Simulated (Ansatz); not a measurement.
`BCC(C)C` + `[CH3][GeH]([NH2])[F]` → `B[NH][GeH]([CH3])[F]` + `CC(C)C` at 298.15 K and 1 bar (ligand exchange at a B–C bond).

Gas-phase electronic energies from Ansatz, PBE0-D4/def2-TZVP geometries. CBS: MP2 limit from def2 TZ/QZ plus the TZ coupled-cluster correction, frozen cores. For Ge outer-core shells are correlated without core-valence functions, which leaves a few kJ/mol of doubt a bond. Scalar relativity is left out up to krypton. Each species was taken in one conformer, which may not be the lowest.

```
               species  CCSD(T)/CBS energy (Eh)  H − E (kJ/mol)  S (J/(mol·K))
             `BCC(C)C`               -183.61500           392.4          336.7
`[CH3][GeH]([NH2])[F]`              -2272.33936           211.8          336.1
`B[NH][GeH]([CH3])[F]`              -2297.76421           247.9          366.8
              `CC(C)C`               -158.24397           362.7          292.8
```

H − E and S are ideal-gas, rigid-rotor, harmonic terms from PBE0-D4/def2-TZVP, for one conformer and one mirror image of each species. 1 Eh = 2625.50 kJ/mol, R = 8.31446 J/(mol·K).

Task: By hand: ΔE, ΔH, ΔS and ΔG.

Result: ΔE = (-2297.76421) + (-158.24397) − (-183.61500) − (-2272.33936) = -0.05382 Eh = -141.3 kJ/mol. Δ(H − E) = 247.9 + 362.7 − 392.4 − 211.8 = 6.4, so ΔH = -134.9 kJ/mol. ΔS = 366.8 + 292.8 − 336.7 − 336.1 = -13.2 J/(mol·K). ΔG = -134.9 − 298.15 × (-13.2)/1000 = -131.0 kJ/mol.

Task: By hand: the equilibrium constant, and the temperature at which ΔG would vanish if ΔH and ΔS stayed fixed.

Result: log₁₀ K = −ΔG/(RT ln 10) = 23.0. ΔG = 0 at ΔH/ΔS = 10220 K, far beyond where these terms or the molecules hold.

The number of gas molecules stays the same, so ΔS is small and ΔH decides. A doubt of 5 kJ/mol in ΔE shifts log₁₀ K by 0.9 here. Other conformers and mirror images would add mixing entropy, several J/(mol·K) or more a flexible species. Modes under 60 cm⁻¹, often nearly free rotors, make the harmonic entropy too high. These are equilibria of isolated gas molecules and say nothing of rates. Largest T1 diagnostic: 0.012 (customary marks: 0.02 for closed shells, 0.045 for open ones).
